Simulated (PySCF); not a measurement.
## H4O4Si: core ionisation energies

Species: Si(OH)4.
Structure used (PBE0-D3(BJ)/def2-SVP), in Å, numbered top down from 1:
```xyz
9
H4O4Si angstrom
Si     0.015   -0.006   -0.002
O     -0.005    0.085    1.643
H     -0.814    0.440    2.023
O      1.602   -0.044   -0.443
H      2.196    0.461    0.121
O     -0.862    1.278   -0.546
H     -1.224    1.178   -1.432
O     -0.676   -1.348   -0.664
H     -0.098   -2.114   -0.726
```

The calculation used delta-SCF UKS SCAN, pcX-2 on the ionised atom, pcseg-1 elsewhere, spin-free X2C (PySCF 2.14.0). Each binding energy is the total energy of the core-ionised species, with the hole localised on one atom, minus that of the ground state; both are solved self-consistently, so orbital relaxation is included.

Task: Give the core binding energies atom by atom.

Result: 
```tsv
atom(s)	environment	level	binding energy (eV)	2p1/2 (eV)	count
Si1	silicon bonded to 4 O	Si 1s	1849.02	–	1
O2/O4/O6/O8	oxygen bonded to Si and H	O 1s	538.97	–	4
Si1	silicon bonded to 4 O	Si 2p3/2	108.70	109.32	1
```

Task: Which photon energy gives electrons from O 1s of O2 (atom 2)/O4/O6/O8 a kinetic energy of 150 eV, and what is their de Broglie wavelength?

Result: hν = 538.97 + 150 = 688.97 eV, recoil neglected; λ = 12.264 Å/√(E/eV) = 1.00 Å.

Atoms equivalent by their bonding share one computed value, that of the first of them. 2p3/2 and 2p1/2 are the ΔSCF energy of one spin-free 2p hole plus the eigenvalues of a spin–orbit and ligand-field matrix of the shell. 2p1/2 minus 2p3/2 (ligand field included): Si 0.62 eV. Geometry: PBE0-D3(BJ)/def2-SVP; no solvent, vibrations or thermal averaging.

Time: 25 s of wall time; peak memory 0.44 GiB. Hardware: Intel Xeon at 2.50 GHz, one thread, no GPU, shared host with 64 logical CPUs at a one-minute load of 63.
